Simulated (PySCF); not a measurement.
## Which determinant of SiAg lies lowest?

Unrestricted PBE0; basis Si x2c-TZVPPall, Ag x2c-TZVPPall; spin-free X2C with a Gaussian nucleus; PySCF 2.14. Outer shells of the fragments: Si 3s2 3p2; Ag 4d10 5s1.

Followed along the bond (rough minima from three points):

```tsv
2Ms+1	unpaired	⟨S²⟩ at the start	R at minimum (Å)	Te (eV)
2	π ↑	0.76	2.39	0.00
4	σ ↑, π ↑↑	3.76	2.39	0.51
2	σ ↓, π ↑↑	1.77	2.44	0.91
2	σ ↑, π ↑↓	1.77	2.41	0.95
```

Solutions found at the starting distance of 2.450 Å, counted from the lowest of them; the search is not exhaustive and high or unbound solutions are not listed, so other states can lie among these:

```csv
2Ms+1,unpaired,term,E (eV),⟨S²⟩,⟨Lz²⟩,μ (D)
2,π ↑,²Π,0.00,0.76,1.01,1.44
4,"σ ↑, π ↑↑",⁴Σ⁻,0.51,3.76,0.00,3.22
2,"σ ↓, π ↑↑",mixed,0.90,1.77,0.00,3.15
2,"σ ↑, π ↑↓",mixed,0.95,1.77,2.03,3.16
2,σ ↑,mixed,1.82,0.76,2.01,2.97
4,"σ ↑↑, π ↑",⁴Π,1.97,3.76,1.01,-2.92
2,σ ↑,²Σ⁺,2.09,0.75,0.00,-4.18
4,"σ ↑, π ↑↑",mixed,4.20,3.76,2.02,-2.54
2,"σ ↓, π ↑↑",mixed,4.69,1.77,2.01,-2.65
4,"π ↑↑, δ ↑",⁴Δ,4.95,3.76,4.00,2.66
2,"π ↑↑, δ ↓",mixed,4.97,1.78,4.00,2.74
6,"σ ↑↑↑, π ↑↑",⁶Σ⁻,5.43,8.75,0.00,-0.46
4,π ↑↑↑,⁴Π,5.52,3.77,1.01,-1.14
6,"σ ↑↑, π ↑↑↑",⁶Π,6.63,8.75,1.01,1.32
```

A term symbol is given only where ⟨S²⟩ and ⟨Lz²⟩ are close to those of a pure state; real π, δ and φ orbitals otherwise mix terms. A positive dipole means Si(−)Ag(+).

Spin–orbit coupling is left out. Counting both spins, an empty level lies below a filled one in some of these solutions, because spin and occupation are held. The state is the lowest single determinant that the PBE0 search found; with open d or f shells the true ground state can be another one.
